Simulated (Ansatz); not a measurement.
`[CH2][GeH2][Cl]` radical, relaxed with UKS PBE0-D4/def2-TZVP in the Gaussian-basis code of Ansatz from a PBE-D4/def2-SVP geometry. The force threshold is 0.005 eV/Å; the program also tests the step.

Total charge 0; spin multiplicity 2.

Start:

```xyz
7

C    -0.037   -0.118   -1.195
Ge    0.086    0.269    0.683
Cl   -0.492   -1.541    1.791
H    -0.981    0.007   -1.750
H     0.798   -0.582   -1.745
H     1.539    0.591    1.109
H    -0.912    1.374    1.107
```

**Question.** How much energy does the relaxation release, and in how many steps? (Estimate.)

**Answer.** Ansatz gave: 2.35 kJ/mol, in 5 steps.

**Question.** Which bonds change most? (Best estimate.)

**Answer.** Ansatz gave: Ge2–Cl3 from 2.200 to 2.170 Å; C1–H5 from 1.102 to 1.084 Å; C1–H4 from 1.102 to 1.084 Å; Ge2–H6 from 1.548 to 1.533 Å.

**Question.** Give the relaxed structure. (Best estimate.)

**Answer.** Ansatz gave: 
```xyz
7

C    -0.039   -0.125   -1.190
Ge    0.085    0.265    0.676
Cl   -0.485   -1.515    1.779
H    -0.965    0.006   -1.739
H     0.786   -0.569   -1.734
H     1.522    0.581    1.105
H    -0.904    1.357    1.103
```
